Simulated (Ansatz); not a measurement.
Species: BeH2, charge 1, doublet. BeH2+ (parent SMILES [BeH2], doublet).
B3LYP-D3(BJ)/def2-TZVP minimum from Ansatz (an electronic-structure program):
```xyz
3

Be    -0.2815     0.0060     0.1661
H      0.9841    -0.5933     0.4021
H      0.1418     0.5694    -1.0667
```
Charge +1, spin multiplicity 2.

Total energies in def2-QZVPP, 3 correlated electrons, 1 frozen orbitals. Radicals and triplets start from unrestricted determinants; spin-orbit coupling is neglected. Correlated methods leave the cores frozen. No relativity. Full CI freezes restricted core orbitals and the other rows unrestricted ones, which leaves a small offset even where coupled cluster is exact. The UHF reference of H2Be+ (parent SMILES [BeH2], doublet) is spin-contaminated (<S^2> up to 0.04 over the pure value in the sets run). The spin of H2Be+ (parent SMILES [BeH2], doublet) was assumed, and the state is the lowest solution found for it.

```tsv
method	program	energy (Eh)	error against FCI (mEh)
HF	Ansatz	-15.37122	51.16
MP2	Ansatz	-15.40856	13.82
CCSD	Ansatz	-15.42171	0.66
CCSD(T)	Ansatz	-15.42221	0.16
CCSDT	Ansatz	-15.42238	-0.01
FCI	Ansatz	-15.42237	0.00
```

Rough core times of Ansatz's runs on a shared machine: CCSD(T) under 20 s, CCSDT 40 s, FCI under 20 s.
